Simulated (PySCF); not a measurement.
Stretching CaBe

Set-up: Ca pcseg-1, Be pcseg-1; no relativity (PySCF 2.14). Energies in eV from Ca + Be in their ground configurations at the same level. State: ¹Σ⁺ (singlet), closed shell.

```
R (Å)  RHF-CCSD(T)
3.107       0.1948
3.245       0.1312
3.348       0.0976
3.452       0.0724
3.556       0.0533
3.694       0.0344
3.866       0.0181
4.073       0.0053
```

Correlated steps freeze 5 core orbitals.
